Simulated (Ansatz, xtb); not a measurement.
**C3H4AlF: where a starting geometry ends**

The starting geometry of this gas-phase singlet was built from a drawn formula by distance geometry and a force field; its bonds are those of `C=C=[C](F)[AlH2]`.

```xyz
9

C    -1.7626    0.1986   -0.7010
C    -0.9092    1.1444   -0.8342
C    -0.0665    2.1408   -0.9620
Al    0.6293    3.0979    0.6639
F     0.3841    2.5393   -2.1845
H    -2.0823   -0.1280    0.3140
H    -2.1111   -0.3421   -1.5879
H     1.6208    4.2863    0.4913
H     0.1055    2.6332    2.0625
```

**Question.** Predict what it relaxes into with r2SCAN-D4/def2-SVP.

**Answer.** It keeps its bonds, and is `C=C=[C](F)[AlH2]`.

The energy falls by 2.79 eV over 14 steps:

| step | E − E(last) (eV) |
| --- | --- |
| 1 | 2.792 |
| 2 | 1.593 |
| 4 | 0.656 |
| 5 | 0.399 |
| 7 | 0.078 |
| 8 | 0.012 |
| 10 | 0.002 |
| 11 | 0.000 |
| 13 | 0.000 |
| 14 | 0.000 |

Final geometry (Å):

```xyz
9

C    -1.7254    0.1880   -0.6632
C    -0.8077    1.1022   -0.8681
C     0.1003    2.0602   -0.9510
Al    0.4832    3.1801    0.6066
F     0.7716    2.2674   -2.1231
H    -1.4629   -0.8165   -0.3080
H    -2.7873    0.3901   -0.8524
H     1.5765    4.3227    0.4963
H    -0.3400    2.8762    1.9251
```

From the same start GFN2-xTB ends elsewhere, differing in C3–F5 (2.85 against 1.37 Å here), Al4–F5 (1.66 against 2.89 Å here).

No frequencies were run, so the end isn't proven a minimum. Run with Ansatz 0.2.0, 27 s on 2 threads of Intel(R) Xeon(R) Platinum 8375C CPU @ 2.90GHz (Ice Lake), with other jobs on the host.
